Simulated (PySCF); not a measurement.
**Spinor energies of Pb⁵⁹⁺ (lead, charge +59)**

Start: [Ar] 3d5; 3d3/2 filled at m_j = -3/2, -1/2, +1/2, +3/2; 3d5/2 filled at m_j = +5/2. Calculated with PySCF 2.14 in an uncontracted even-tempered set (15 s from 18 bohr⁻², ratio 2.8; 13 p from 24 bohr⁻², ratio 2.8; 8 d from 24 bohr⁻², ratio 2.8; 3 f from 78 bohr⁻², ratio 3): generalised Hartree-Fock with the X2C-1e Hamiltonian and a Gaussian nucleus; one run each with spin-orbit coupling (SO) switched off, then screened by Boettger's factors.

```json
{"spinor shell": "1s1/2", "electrons": "2", "ε, spin-free (eV)": "-92589.2", "ε, screened SO (eV)": "-92543.7", "weight of nominal j (screened SO)": "1.000", "rms radius, screened SO (bohr)": "0.0181"}
{"spinor shell": "2s1/2", "electrons": "2", "ε, spin-free (eV)": "-19957.5", "ε, screened SO (eV)": "-19939.8", "weight of nominal j (screened SO)": "1.000", "rms radius, screened SO (bohr)": "0.0726"}
{"spinor shell": "2p1/2", "electrons": "2", "ε, spin-free (eV)": "-17715.1", "ε, screened SO (eV)": "-19322.7", "weight of nominal j (screened SO)": "1.000", "rms radius, screened SO (bohr)": "0.0614"}
{"spinor shell": "2p3/2", "electrons": "4", "ε, spin-free (eV)": "-17715.1", "ε, screened SO (eV)": "-17085.1", "weight of nominal j (screened SO)": "1.000", "rms radius, screened SO (bohr)": "0.0694"}
{"spinor shell": "3s1/2", "electrons": "2", "ε, spin-free (eV)": "-7471.5", "ε, screened SO (eV)": "-7465.8", "weight of nominal j (screened SO)": "1.000", "rms radius, screened SO (bohr)": "0.180"}
{"spinor shell": "3p1/2", "electrons": "2", "ε, spin-free (eV)": "-6804.2", "ε, screened SO (eV)": "-7220.1", "weight of nominal j (screened SO)": "1.000", "rms radius, screened SO (bohr)": "0.171"}
{"spinor shell": "3d3/2", "electrons": "4", "ε, spin-free (eV)": "-6243.7", "ε, screened SO (eV)": "-6293.3", "weight of nominal j (screened SO)": "0.997", "rms radius, screened SO (bohr)": "0.159"}
{"spinor shell": "3d5/2", "electrons": "1", "ε, spin-free (eV)": "-6243.7", "ε, screened SO (eV)": "-6169.3", "weight of nominal j (screened SO)": "1.000", "rms radius, screened SO (bohr)": "0.163"}
```

**Question.** Where does 3p3/2 lie, and what is the 3p spin-orbit splitting (screened SO)?

**Answer.** At -6637.0 eV, 583.13 eV above 3p1/2.

```json
{"quantity": "E (hartree)", "spin-free": "-17509.04778", "screened SO": "-17552.47189"}
{"quantity": "M_J", "spin-free": "5/2", "screened SO": "5/2"}
{"quantity": "⟨J²⟩", "spin-free": "8.750", "screened SO": "8.753"}
{"quantity": "⟨L²⟩", "spin-free": "0.000", "screened SO": "6.846"}
{"quantity": "⟨S²⟩", "spin-free": "8.750", "screened SO": "2.683"}
```

Each row is a mean over spinors that exchange with the open shell spreads, by up to 33.602 eV (3p3/2).

Breit and QED terms are absent; they matter most for the inner s and p1/2 levels.

Densities and radii are taken from the X2C orbitals without a picture-change correction, which distorts them close to the nucleus.

Without spin-orbit coupling the j labels of p, d and f shells carry no meaning; the spin-free column gives the mean over the occupied spinors of each nl shell.
